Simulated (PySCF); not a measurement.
A side-by-side comparison of computed properties.

First species: C6H11FOSi.
Geometry (GFN2-xTB, Å), atoms numbered from 1 in this order:
```xyz
20
C6H11FOSi angstrom
C     -2.771    1.156   -0.662
C     -2.077    0.258    0.018
C     -2.552   -1.152    0.190
C     -0.758    0.575    0.644
Si     0.690   -0.131   -0.359
O      1.969    0.514    0.436
C      3.284    0.388    0.242
C      3.853   -0.330   -0.712
F      5.193   -0.389   -0.818
H     -3.716    0.919   -1.122
H     -2.424    2.168   -0.786
H     -1.855   -1.840   -0.286
H     -3.536   -1.290   -0.250
H     -2.603   -1.409    1.248
H     -0.640    1.656    0.727
H     -0.728    0.167    1.656
H      0.671    0.312   -1.755
H      0.770   -1.595   -0.314
H      3.885    0.942    0.954
H      3.340   -0.909   -1.462
```

Second species: C₆H₁₁FOSi.
SMILES: `CC(C)/C=C(\[SiH3])C(=O)F`

Levels: PBE0/pcSseg-1 for dipole moment, HOMO energy, LUMO energy and HOMO–LUMO gap; GFN2-xTB for rotational constant A and rotational constant C. Geometries: GFN2-xTB. Each structure is a single optimised conformer of the isolated species, non-relativistic unless stated; the electronic structure was computed with PySCF and density fitting.

The conformers computed, where there is a choice (atom-mapped SMILES and torsion angles):
- `[CH2:1]=[C:2]([CH3:3])[CH2:4][SiH2:5][O:6]/[CH:7]=[CH:8]/[F:9]`: C1–C2–C4–Si5 -103°, C2–C4–Si5–O6 173°, C4–Si5–O6–C7 179°, Si5–O6–C7–C8 1°
- `[CH3:1][CH:2]([CH3:3])/[CH:4]=[C:5](\[SiH3:6])[C:7](=[O:8])[F:9]`: C1–C2–C4–C5 -121°, C4–C5–C7–O8 -174°

```tsv
property	column X	column Y
dipole moment	4.35 D	1.83 D
HOMO energy	-8.33 eV	-6.82 eV
LUMO energy	-1.89 eV	0.23 eV
HOMO–LUMO gap	6.44 eV	7.05 eV
rotational constant A	1.811 GHz	4.725 GHz
rotational constant C	0.658 GHz	0.439 GHz
```

**Question.** Which column belongs to which species?

**Answer.** Column X is the second species and column Y the first. The first has 20 atoms and 78 electrons, the second 20 and 78.

**Question.** How does each property change from the first species to the second?

**Answer.** dipole moment +2.52 D; HOMO energy -1.51 eV; LUMO energy -2.12 eV; HOMO–LUMO gap -0.61 eV; rotational constant A -2.914 GHz; rotational constant C +0.219 GHz.

On the first: The dipole equals about 6.1 × 10⁻³⁰ C·m (1 D = 3.33564 × 10⁻³⁰ C·m).

On the second: A dipole of 4.35 D is allowed in C1, and pure rotational transitions are dipole-allowed. The dipole equals about 14.5 × 10⁻³⁰ C·m (1 D = 3.33564 × 10⁻³⁰ C·m).
